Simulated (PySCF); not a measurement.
**Stationary points of TiO₂⁻**

All numbers come from PBE0 in PySCF with Ti def2-TZVPD, O def2-TZVPD; no relativity; density-fitted integrals.

Relaxations began from a few typed shapes; open shells are unrestricted. The search is not exhaustive: other isomers or separated fragments can lie lower, and high-lying points may rest on an excited occupation.

| spin | group | bonds | angles | imaginary modes (cm⁻¹) | ΔE (kJ/mol) | ΔE with ZPE (kJ/mol) |
| --- | --- | --- | --- | --- | --- | --- |
| doublet | C2v | Ti–O 1.661 Å (×2) | O–Ti–O 113.0° | none | 0.0 | 0.0 |
| doublet | D∞h | Ti–O 1.768 Å (×2) | O–Ti–O 180.0° | 173i, 173i | 120.0 | – |

The lowest minimum found is the doublet C2v: Ti–O 1.661 Å (×2); O–Ti–O 113.0°.

Formally Ti is in oxidation state +3, d1, with 1 unpaired electron. The Mulliken spin on Ti is 1.28. The polar-tensor charge on Ti, 0.81, is far below the formal one.

For the lowest minimum: other spin states or occupations of the open shell can lie lower. The lowest empty level of this anion is unbound, so it and the gap depend on the basis.

The electron or spin density has lower symmetry than the nuclear frame for the doublet D∞h at 120.0 kJ/mol.
